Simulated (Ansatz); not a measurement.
Reactions of C3H7ClO, SMILES `CC(C)(O)Cl`.

Program: Ansatz. Geometries: PBE0-D4/def2-TZVP. ΔE: electronic, gas phase. CCSD(T)/CBS adds triple-zeta CCSD(T) − MP2 to the extrapolated MP2 energy (def2 sets, frozen cores). This one scheme is used for every species. DFT in def2-TZVPP. B3LYP here is the variant with VWN-RPA as its local correlation; programs differ in this. def2 core potentials past Kr. For I outer-core shells are correlated without core-valence functions, which leaves a few kJ/mol of doubt a bond. Each species was taken in one conformer, which may not be the lowest.

| reaction | B3LYP-D4 (kJ/mol) | CCSD(T)/CBS(def2) (kJ/mol) |
| --- | --- | --- |
| `CC(C)(O)Cl` + HI → `CC(O)(Cl)I` + CH₄ | 14 | 17 |
| `CC(C)(O)Cl` + `O[SiH2][AlH2]` → `CO[SiH2][AlH2]` + `CC(O)Cl` | 62 | 74 |
| `CC(C)(O)Cl` → `COCCCl` | 83 | 91 |
| `CC(C)(O)Cl` + H₂O → `CC(O)(O)Cl` + CH₄ | 9 | 20 |
| `CC(C)(O)Cl` + H₂ → `CC(O)Cl` + CH₄ | -54 | -47 |

Largest T1 diagnostic: 0.012, for `O[SiH2][AlH2]`.
